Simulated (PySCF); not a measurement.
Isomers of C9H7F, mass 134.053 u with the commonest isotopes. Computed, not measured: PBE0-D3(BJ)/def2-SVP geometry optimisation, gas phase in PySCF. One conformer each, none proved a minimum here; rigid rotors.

**Question.** Order these by out-of-plane moment Σ m c² = (Ia + Ib − Ic)/2, smallest first.
A. `C#CC1=C[C@@H]2C=C[C@@]1(F)C2`
B. `C1C2(C=CC=1F)C=CC=C2`
C. `c1(C#CC)ccc(cc1)F`

**Answer.** C (1.62 u·Å²), B (59.86 u·Å²), A (63.42 u·Å²).

**Question.** Order these by rotational constant C, smallest first.
A. `[CH:1]#[C:2]/[C:3]([F:4])=[C:5](\[C:6]#[CH:7])[C:8](=[CH2:9])[CH3:10]` with C3–C5–C8–C9 -176°
B. `C#CC1[C@]2(F)C[C@H](C=1)C=C2`
C. `CC#Cc1ccc(F)cc1`
D. `FC1=CC2(C=CC=C2)C=C1`

**Answer.** C (521.0 MHz), A (717.0 MHz), D (865.4 MHz), B (1053 MHz).

**Question.** Order these by rotational constant A, largest first.
A. `C#CC1=C[C@@H]2C=C[C@@]1(F)C2`
B. `FC1=CC2(C=CC=C2)C=C1`
C. `[CH:1]#[C:2]/[C:3]([F:4])=[C:5](\[C:6]#[CH:7])[C:8](=[CH2:9])[CH3:10]` with C3–C5–C8–C9 -176°
D. `c1(ccc(C#CC)cc1)F`

**Answer.** D (5482 MHz), B (3682 MHz), A (2412 MHz), C (1830 MHz).

| SMILES | point group | Ia (u·Å²) | Ib (u·Å²) | Ic (u·Å²) | κ | μa (D) | μb (D) | μc (D) |
| --- | --- | --- | --- | --- | --- | --- | --- | --- |
| CC#Cc1ccc(F)cc1 | near Cs | 92.20 | 881.08 | 970.04 | -0.98 | 1.85 | 0.00 | 0.01 |
| C#C/C(F)=C(\C#C)C(=C)C | near Cs | 276.13 | 432.34 | 704.86 | -0.19 | 0.38 | 0.86 | 0.05 |
| FC1=CC2(C=CC=C2)C=C1 | Cs | 137.26 | 566.47 | 584.00 | -0.98 | 1.27 | 0.74 | 0.01 |
| C#CC1=C[C@@H]2C=C[C@@]1(F)C2 | C1 | 209.55 | 397.39 | 480.10 | -0.68 | 1.34 | 1.45 | 0.22 |
